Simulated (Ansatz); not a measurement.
Frontier orbitals of `O[Si](O)(S)[TeH]`.

Charge 0, multiplicity 1. Correlated methods include outer-core shells of Te, which these sets cover unevenly. Te takes the def2 core potential. The structure was optimised at the PBE0-D4/def2-TZVP level. It is one conformer, not always the lowest. Basis def2-TZVPP, Ansatz 0.2.0.

| functional | HOMO (eV) | LUMO (eV) | gap (eV) |
| --- | --- | --- | --- |
| LDA (SPW92) | -5.66 | -1.57 | 4.09 |
| PBE | -5.51 | -1.41 | 4.10 |
| BLYP | -5.33 | -1.31 | 4.02 |
| PBE0 | -6.56 | -0.59 | 5.97 |
| B3LYP | -6.33 | -0.82 | 5.51 |
| r2SCAN0 | -6.73 | -0.48 | 6.25 |
| HSE06 (plane-wave form) | -6.17 | -0.97 | 5.20 |
| LC-ωPBE | -9.08 | 1.56 | 10.64 |
| ωB97M-V | -8.63 | 1.27 | 9.90 |

Against PBE, PBE0 changes HOMO and LUMO by −1.05 and +0.81 eV, ωB97M-V by −3.12 and +2.68 eV. A gap of 4.10 eV thus becomes 9.91 eV for the same molecule, so an orbital gap means little without its functional. A positive LUMO is unbound and depends on the basis.

B3LYP here is the variant with VWN-RPA as its local correlation; programs differ in this. LC-ωPBE has ω = 0.4 bohr⁻¹.
